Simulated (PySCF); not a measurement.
# Shifts of the heteroatoms

Molfile (atoms numbered from 1):
```
C5H5NO
     RDKit          3D

 12 12  0  0  0  0  0  0  0  0999 V2000
    2.4539   -0.8729    0.1025 O   0  0  0  0  0  0  0  0  0  0  0  0
    1.2743   -0.4534    0.0522 N   0  0  0  0  0  0  0  0  0  0  0  0
    0.2313   -1.3171    0.0185 C   0  0  0  0  0  0  0  0  0  0  0  0
   -1.0704   -0.8800   -0.0373 C   0  0  0  0  0  0  0  0  0  0  0  0
   -1.3472    0.4792   -0.0600 C   0  0  0  0  0  0  0  0  0  0  0  0
   -0.2745    1.3582   -0.0253 C   0  0  0  0  0  0  0  0  0  0  0  0
    1.0108    0.8752    0.0299 C   0  0  0  0  0  0  0  0  0  0  0  0
    0.5025   -2.3612    0.0395 H   0  0  0  0  0  0  0  0  0  0  0  0
   -1.8663   -1.6077   -0.0628 H   0  0  0  0  0  0  0  0  0  0  0  0
   -2.3615    0.8402   -0.1017 H   0  0  0  0  0  0  0  0  0  0  0  0
   -0.4321    2.4252   -0.0405 H   0  0  0  0  0  0  0  0  0  0  0  0
    1.8803    1.5135    0.0592 H   0  0  0  0  0  0  0  0  0  0  0  0
  1  2  1  0
  2  3  2  0
  3  4  1  0
  4  5  2  0
  5  6  1  0
  6  7  2  0
  7  2  1  0
  3  8  1  0
  4  9  1  0
  5 10  1  0
  6 11  1  0
  7 12  1  0
M  CHG  2   1  -1   2   1
M  END
```

[PySCF 2.14.0 with density-fitted response routines: coordinates at the GFN2-xTB level; J couplings at B3LYP/pcJ-1 (spin–dipole term only in couplings to heteroatoms); PBE0/pcSseg-1 with gauge-including orbitals; one conformer; no relativistic terms; isolated molecule; averaged over atoms made equivalent by symmetry, fast rotation or ring inversion]

Task: Predict the ¹⁵N NMR data.

Result: 
```csv
atoms,environment,σ (ppm),δ (ppm)
N2,cationic ring nitrogen,-71.5,-82.2
```

Shieldings were converted by a linear fit to measured shifts: ¹⁵N: δ = -148.07 − 0.921σ (rms 6.3 ppm, 71 shifts vs CH3NO2, solution or neat liquid). A few per cent of atoms miss by over 2 rms, more outside the fitted compound classes. Couplings are scaled by factors fitted to measured values: ³J(H,H) × 0.92 (rms 0.5 Hz); all others are unscaled and can be 10–30 % off.

Couplings (the largest are listed; each averaged over equivalent pairs): ¹J(O1,N2) = -43.4 Hz, ¹J(N2,C3) = -17.6 Hz, ³J(N2,H9) = -4.9 Hz, ³J(N2,C5) = -4.7 Hz. Signs are for ¹⁵N, whose magnetogyric ratio is negative.

On a 600 MHz spectrometer ¹⁵N resonates near 60.8 MHz, so 1 ppm is 60.8 Hz.

Task: Where does ¹⁷O resonate?

Result: 
```
atoms         environment  σ (ppm)  δ (ppm)
   O1  oxygen bonded to N   -142.2    396.3
```

Shieldings were converted by a linear fit to measured shifts: ¹⁷O: δ = 266.70 − 0.911σ (rms 10.7 ppm, 155 shifts, 12.2 ppm with the 3 outliers that the fit left out vs liquid water, solution or neat liquid). A few per cent of atoms miss by over 2 rms, more outside the fitted compound classes. Couplings are scaled by factors fitted to measured values: ³J(H,H) × 0.92 (rms 0.5 Hz); all others are unscaled and can be 10–30 % off.

Couplings (the largest are listed; each averaged over equivalent pairs; quadrupolar broadening usually hides them): ¹J(O1,N2) = -43.4 Hz.

On a 400 MHz spectrometer ¹⁷O resonates near 54.2 MHz, so 1 ppm is 54.2 Hz.
